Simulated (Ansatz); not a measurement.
A structure relaxed at PBE-D4/def2-TZVP in Ansatz, charge 0, singlet:

```xyz
4

Al   -0.263    0.463    0.273
Al    0.632   -0.711   -1.821
Al    0.826   -1.856    0.303
Cl   -1.195    2.104    1.245
```

**Question.** Give its formula and point group.

**Answer.** the cluster Al₃Cl. Point group C2v (tolerance 0.1 Å).

**Question.** Summarise the bond lengths by kind (pairs closer than 1.2 times the sum of covalent radii, bridged metal pairs left out).

**Answer.** 3 × Al–Al 2.42 to 2.56 Å; 1 × Al–Cl 2.12 Å.

The restricted singlet is unstable: a solution with broken spin symmetry lies lower. The order of the spin states hangs on the level: the triplet lies 0.07 eV below the singlet at PBE0-D4/def2-TZVP, but 0.01 eV above it at PBE-D4/def2-TZVP. The structure comes from a short search, and lower isomers may exist.
